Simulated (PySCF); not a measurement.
C3HClF2, SMILES FC(F)=C=CCl.

The structure is a stationary point at PBE-D3(BJ)/def2-SVP.

Calculation: PBE-D3(BJ)/def2-SVP (PySCF 2.14.0).

Frequencies are harmonic and unscaled.

### Question
List the normal modes with their intensities. (Estimate from the structure and the level; the computed values follow.)

### Answer

| mode | ν (cm⁻¹) | IR (km/mol) | moving atoms (share of kinetic energy) |
|---|---|---|---|
| 1 | 95 | 0.1 | C 43 %, Cl 32 %, F 23 % |
| 2 | 108 | 0.0 | F 58 %, C 29 %, Cl 13 % |
| 3 | 251 | 1.6 | C 52 %, F 24 %, H 19 % |
| 4 | 377 | 0.4 | C 40 %, Cl 32 %, F 27 % |
| 5 | 532 | 18.5 | F 55 %, C 42 % |
| 6 | 578 | 10.8 | C 61 %, F 35 % |
| 7 | 578 | 11.8 | C 86 %, F 13 % |
| 8 | 723 | 68.6 | C 68 %, Cl 16 %, F 10 % |
| 9 | 801 | 14.2 | H 70 %, C 29 % |
| 10 | 840 | 184.2 | F 53 %, C 38 % |
| 11 | 1187 | 62.4 | H 87 %, C 10 % |
| 12 | 1249 | 266.2 | C 72 %, F 28 % |
| 13 | 1434 | 128.7 | C 88 %, F 9 % |
| 14 | 2050 | 520.4 | C 99 % |
| 15 | 3098 | 1.1 | H 91 %, C 9 % |
